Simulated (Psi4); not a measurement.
Pair of molecules: HCl (SMILES Cl) (first 2 atoms) with CH6Si (SMILES C[SiH3]); geometry from B3LYP-D3(BJ)/def2-TZVP.
(charge 0, multiplicity 1):
```xyz
10

Cl     0.0439    -0.2238    -0.1516
H     -0.3699    -0.7197     0.9629
C      0.8220     0.8199     3.4575
Si    -0.4311    -0.4918     3.9183
H      1.1455     1.3685     4.3439
H      0.3983     1.5342     2.7501
H      1.7028     0.3726     2.9941
H      0.1403    -1.4808     4.8617
H     -0.8632    -1.2413     2.7041
H     -1.6457     0.1056     4.5204
```

These are Psi4 with SAPT0/jun-cc-pV(D+d)Z values and carry that method's errors.

Question: Which attractive term is largest, and how does the interaction split up?

Answer: electrostatics -2.27, exchange 4.95, induction -1.66, dispersion -1.85, total -0.83 kcal/mol; the largest attraction is electrostatics.
